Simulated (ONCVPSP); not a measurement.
**Building the ONCV potential for copper (PBE, scalar-relativistic).**

* Element: copper (Cu)
* Generator: ONCVPSP 4.0.1
* Type: optimised norm-conserving Vanderbilt (ONCV)
* Functional: PBE
* Relativity: scalar-relativistic
* Frozen core: [Ne]
* Valence charge: 19
* Reference configuration: 3s2 3p6 3d10 4s0.5 (charge +0.5)
* Partial waves: 3s+4s: rc 1.15 bohr, ncon 5, nbas 8, qcut 10.6 1/bohr, 3 projectors, debl 2.7 Ha; 3p: rc 0.95 bohr, ncon 5, nbas 9, qcut 17.1 1/bohr, 3 projectors, debl 1.7 Ha; 3d: rc 1.20 bohr, ncon 5, nbas 9, qcut 10.9 1/bohr, 2 projectors, debl 1.9 Ha
* Local potential: polynomial inside 0.90 bohr (lpopt 1, dvloc0 4 Ha)
* Core correction: Teter function, fcfact 2.5, rcfact 1.45

In the p channel the program set the typed energies aside and used -2.802, 0.250, 1.950 Ha.

- Cutoffs needed: 89 Ha and 198 Ha (the cutoffs (Ha) at which the residual kinetic energy of the hardest occupied pseudo-wave falls to 1 and 0.1 mHa per electron)
- Ghost test: no bound ghost flagged; no localised positive-energy state flagged
- Largest excitation error: -157 meV (all-electron minus pseudo) for 3s1 3p6 3d10 4s1, out of 4 test configurations
- rms error of d²Exc/dni dnj: 1.58 mHa without and 1.28 mHa with the model core
